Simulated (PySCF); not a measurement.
Species: propylcyclobutane, C7H14.
Numbering: `[CH3:1][CH2:2][CH2:3][CH:4]1[CH2:5][CH2:6][CH2:7]1` (hydrogens: H8, H9, H10 on C1; H11, H12 on C2; H13, H14 on C3; H15 on C4; H16, H17 on C5; H18, H19 on C6; H20, H21 on C7)

Computed with TDDFT wB97X-D/def2-SVPD, vertical, gas phase, core orbitals frozen in the response in PySCF. Geometry: PBE0-D3(BJ)/def2-SVP, one conformer, isolated molecule. Torsions of this conformer, `[CH3:1][CH2:2][CH2:3][CH:4]1[CH2:5][CH2:6][CH2:7]1`: C1–C2–C3–C4 -179°, C2–C3–C4–C5 174°.

**Question.** List the vertical singlet excitations with oscillator strengths and describe the spectrum.

**Answer.** 

```json
{"state": "S1", "E (eV)": "8.57", "E (kJ/mol)": "826", "λ (nm)": "144.7", "f": "0.0038", "|μ| (D)": "0.34", "main configurations (H = HOMO, L = LUMO)": "H→L (64%), H→L+1 (17%)"}
{"state": "S2", "E (eV)": "8.65", "E (kJ/mol)": "835", "λ (nm)": "143.3", "f": "0.050", "|μ| (D)": "1.23", "main configurations (H = HOMO, L = LUMO)": "H-1→L (62%), H-1→L+1 (15%)"}
{"state": "S3", "E (eV)": "8.87", "E (kJ/mol)": "855", "λ (nm)": "139.9", "f": "0.017", "|μ| (D)": "0.71", "main configurations (H = HOMO, L = LUMO)": "H→L+2 (38%), H→L+1 (17%), H→L+3 (16%)"}
{"state": "S4", "E (eV)": "8.90", "E (kJ/mol)": "859", "λ (nm)": "139.3", "f": "0.0038", "|μ| (D)": "0.33", "main configurations (H = HOMO, L = LUMO)": "H-2→L (43%), H-2→L+1 (15%), H→L+2 (15%)"}
{"state": "S5", "E (eV)": "8.98", "E (kJ/mol)": "866", "λ (nm)": "138.1", "f": "0.0042", "|μ| (D)": "0.35", "main configurations (H = HOMO, L = LUMO)": "H-1→L+2 (47%), H-1→L+1 (20%), H-1→L+3 (16%)"}
{"state": "S6", "E (eV)": "9.02", "E (kJ/mol)": "870", "λ (nm)": "137.5", "f": "0.020", "|μ| (D)": "0.77", "main configurations (H = HOMO, L = LUMO)": "H→L+1 (23%), H-3→L (20%), H→L+4 (10%)"}
{"state": "S7", "E (eV)": "9.05", "E (kJ/mol)": "873", "λ (nm)": "137.1", "f": "0.0025", "|μ| (D)": "0.27", "main configurations (H = HOMO, L = LUMO)": "H-1→L+1 (18%), H→L+1 (13%), H-1→L (8%)"}
{"state": "S8", "E (eV)": "9.13", "E (kJ/mol)": "881", "λ (nm)": "135.7", "f": "0.010", "|μ| (D)": "0.55", "main configurations (H = HOMO, L = LUMO)": "H→L+3 (57%), H→L+2 (14%)"}
{"state": "S9", "E (eV)": "9.22", "E (kJ/mol)": "890", "λ (nm)": "134.4", "f": "0.013", "|μ| (D)": "0.61", "main configurations (H = HOMO, L = LUMO)": "H-1→L+3 (50%), H-1→L+2 (15%), H→L+3 (11%)"}
{"state": "S10", "E (eV)": "9.29", "E (kJ/mol)": "897", "λ (nm)": "133.4", "f": "0.030", "|μ| (D)": "0.93", "main configurations (H = HOMO, L = LUMO)": "H-3→L (22%), H-2→L+1 (17%), H-1→L+4 (9%)"}
```

Triplets, Tamm–Dancoff:

| state | E (eV) | λ (nm) | main configurations (H = HOMO, L = LUMO) |
| --- | --- | --- | --- |
| T1 | 8.44 | 146.9 | H→L (50%), H→L+1 (18%), H-1→L (11%) |
| T2 | 8.47 | 146.4 | H-1→L (48%), H-1→L+1 (12%), H→L (11%) |
| T3 | 8.70 | 142.5 | H→L+2 (40%), H→L+3 (20%), H→L+1 (20%) |
| T4 | 8.75 | 141.7 | H-2→L (48%), H-2→L+1 (18%) |

The lowest singlet lies at 8.57 eV (145 nm, vacuum ultraviolet) and is very weak; its leading configuration is HOMO→LUMO (64%). The strongest level in the table is S2 at 8.65 eV (143 nm, f = 0.050). Löwdin shares by element: HOMO carbon 63% or more (atoms not listed hold the other 37%); LUMO carbon 38% or more (atoms not listed hold the other 62%). Orbital energies (eV): HOMO-3 -11.02, HOMO-2 -10.54, HOMO-1 -10.24, HOMO -10.11, LUMO 2.52, LUMO+1 2.76, LUMO+2 2.92. The oscillator strengths of these states sum to 0.155; summed over the whole spectrum of an exact calculation they would give the number of electrons, 56 (Thomas–Reiche–Kuhn). Weighted by f, the mean energy of these states is 8.95 eV. The vertical ionisation energy (ΔSCF) is 10.22 eV, 0.93 eV above S10. Singlets were solved by full linear response, triplets in the Tamm–Dancoff approximation.
